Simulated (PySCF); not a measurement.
SMILES [O]CC(C)O (C3H7O2), doublet (PBE0/def2-SVP optimised geometry):

```
12

C      0.267     0.936     0.000
C     -0.259     0.180     1.205
O      0.256     0.661     2.423
C      0.133    -1.295     1.163
O     -0.249    -1.982     0.073
H     -0.078     1.982     0.000
H      1.369     0.936     0.000
H     -0.086     0.460    -0.927
H     -1.369     0.223     1.200
H      0.027     1.592     2.505
H      1.247    -1.376     1.241
H     -0.204    -1.810     2.093
```

Computed with PySCF 2.14.0 with unrestricted PBE0/def2-TZVP.

### Question
What are the frontier orbital energies (α orbitals alone; a β orbital can be the lowest empty one) and the dipole moment?

### Answer
HOMO-2 -9.20 eV, HOMO-1 -8.16 eV, HOMO -8.11 eV, LUMO 0.90 eV, LUMO+1 1.75 eV; dipole moment 2.05 D.

On the same geometry unrestricted PBE/def2-TZVP in PySCF gives HOMO-2 -7.37 eV, HOMO-1 -6.54 eV, HOMO -6.34 eV, LUMO 0.02 eV, LUMO+1 0.84 eV; dipole moment 2.14 D.

Meta-Löwdin charges at PBE0/def2-TZVP: C1 -0.36, C2 0.12, O3 -0.55, C4 0.01, O5 -0.28, H6 0.11, H7 0.11, H8 0.13, H9 0.09, H10 0.34, H11 0.14, H12 0.14.
